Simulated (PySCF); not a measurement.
Relativity neglected, single conformer, in vacuum, equivalent nuclei averaged. GFN2-xTB geometry; PBE0/pcSseg-1 with gauge-including orbitals; PySCF 2.14.0 with density-fitted response routines.

References, each an isolated molecule treated in the same way: 1H (31.72 ppm) and 13C (186.93 ppm) vs TMS. Shifts are as computed. Against solution values, carbons near 30 ppm lie about +3 ppm off and those near 130 ppm about +5 ppm; carbons on Cl a further +6 ppm. Of 1211 compounds with measured shifts, 218 miss one by over three times the rms of a fit or turn the order of signals round; such compounds aren't used in these exercises. Carbons bonded to Cl come out too deshielded.

Question: Order these molecules by the shift of their most shielded carbon-bound hydrogen, lowest δ first.
A. O=C(Cl)c1ccc(F)o1
B. C[C@H]1C[P@@](=O)(C(F)=C(F)F)C1
C. CO[Si@H](C)O[SiH3]
D. [SiH3]COCO[SiH3]

Answer: C (0.05 ppm, hydrogen on a methyl carbon bonded to Si), B (1.19 ppm, hydrogen on a methyl carbon), D (3.60 ppm, hydrogen on an sp3 CH2 bonded to O and Si), A (6.09 ppm, hydrogen on an aromatic CH).

Question: Order these molecules by the shift of their most deshielded carbon-bound hydrogen, lowest δ first.
A. C[C@H]1C[P@@](=O)(C(F)=C(F)F)C1
B. [SiH3]COCO[SiH3]
C. O=C(Cl)c1ccc(F)o1
D. CO[Si@H](C)O[SiH3]
E. CC(O[SiH3])O[SiH3]

Answer: A (2.95 ppm, hydrogen on an sp3 CH2 bonded to P), D (3.95 ppm, hydrogen on a methyl carbon bonded to O), B (4.98 ppm, hydrogen on an sp3 carbon bearing two oxygens), E (5.40 ppm, hydrogen on an sp3 carbon bearing two oxygens), C (7.72 ppm, hydrogen on an aromatic CH).

Question: How many 13C and 1H signals does each give (equivalence by symmetry and fast rotation, but not about amide C–N or C=N bonds)? `C[C@H]1C[P@@](=O)(C(F)=C(F)F)C1`, `CC(O[SiH3])O[SiH3]`, `[SiH3]COCO[SiH3]`, `CO[Si@H](C)O[SiH3]`, `O=C(Cl)c1ccc(F)o1`

Answer: C[C@H]1C[P@@](=O)(C(F)=C(F)F)C1: 5 C, 4 H; CC(O[SiH3])O[SiH3]: 2 C, 3 H; [SiH3]COCO[SiH3]: 2 C, 4 H; CO[Si@H](C)O[SiH3]: 2 C, 4 H; O=C(Cl)c1ccc(F)o1: 5 C, 2 H.
